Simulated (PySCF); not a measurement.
Task: Give a GFN2-xTB geometry of `N#C[C@@H]1[C@@H](F)[C@H]1C(=O)[O-]`. (Charge -1.)

Result: 
```xyz
12
C5H3FNO2 angstrom
N     -2.9014   -1.0349   -1.0183
C     -1.9963   -0.5974   -0.4588
C     -0.8780   -0.0600    0.2020
C     -0.1006    1.0534   -0.4547
F      0.2691    2.1163    0.3198
C      0.5351   -0.2762   -0.3121
C      1.6734   -0.5273    0.7962
O      2.7796   -0.7357    0.3051
O      1.2783   -0.4934    1.9581
H     -0.9209   -0.0351    1.2890
H     -0.4206    1.4293   -1.4261
H      0.6836   -0.8398   -1.2262
```

Any rigid rotation of these coordinates is as good. Atoms count from 1 in this order. Of the pairs four or more bonds apart, O9···H10 is among the closest relative to their van der Waals radii: 2.34 Å, 86 % of the sum of Bondi's values. The 3-membered ring C3–C4–C6 has internal angles of 58.6° to 61.1°. C7 (carboxylate carbon) is planar (angles 132.3°, 114.8° and 112.9°, sum 360.0°, 0.01 Å off the plane of its three neighbours). The 5 C–C bonds span 1.406 Å (C2–C3, drawn single) to 1.608 Å (C6–C7, drawn single), a spread of 0.202 Å.

Bonds between heavy atoms (Å): N1≡C2 1.150, C2–C3 1.406, C3–C4 1.508, C4–F5 1.366, C4–C6 1.481, C6–C7 1.608, C7=O8 1.228, C7–O9 1.228, C3–C6 1.519.

Computed geometry: GFN2-xTB, gas phase.

Point group: C1 (no symmetry element, even within 0.4 Å). Not checked by GFN2-xTB frequencies. Torsions: C4–C6–C7–O8 -112°.

One conformer stands for the species.
